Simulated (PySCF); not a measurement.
# Shapes and spin states of OsSe₂⁻

Method: PBE/[Os def2-SVPD with ECP60, Se def2-SVPD], scalar-relativistic core potentials, density fitting, no spin–orbit coupling, PySCF.

Relaxations began from a few typed shapes and spin states; open shells are unrestricted. The search is not exhaustive: other isomers or separated fragments can lie lower, and high-lying points may rest on an excited occupation.

```tsv
spin	group	bonds	angles	imaginary modes (cm⁻¹)	ΔE (kJ/mol)	ΔE with ZPE (kJ/mol)
doublet	C2v	Os–Se 2.268 Å (×2)	Se–Os–Se 150.0°	none	0.0	0.0
doublet	C2v	Os–Se 2.272 Å (×2)	Se–Os–Se 155.8°	none	0.7	0.7
doublet	D∞h	Os–Se 2.281 Å (×2)	Se–Os–Se 180.0°	29i, 29i	2.2	–
quartet	C2v	Os–Se 2.278 Å (×2)	Se–Os–Se 119.1°	none	11.0	11.2
quartet	D∞h	Os–Se 2.338 Å (×2)	Se–Os–Se 180.0°	64i, 49i	51.0	–
sextet	C2v	Os–Se 2.366 Å (×2)	Se–Os–Se 134.0°	none	75.7	75.4
sextet	D∞h	Os–Se 2.405 Å (×2)	Se–Os–Se 180.0°	168i, 168i	122.7	–
```

The lowest minimum found is the doublet C2v: Os–Se 2.268 Å (×2); Se–Os–Se 150.0°.

Formally Os is in oxidation state +3, d5, with 1 unpaired electron (the high-spin count would be 5). The Mulliken spin on Os is 1.19. The polar-tensor charge on Os, 0.34, is far below the formal one.

For the lowest minimum: other spin states or occupations of the open shell can lie lower. The lowest empty level of this anion is unbound, so it and the gap depend on the basis. Spin–orbit coupling, left out here, can matter for elements this heavy.

The electron or spin density has lower symmetry than the nuclear frame for the quartet D∞h at 51.0 kJ/mol.
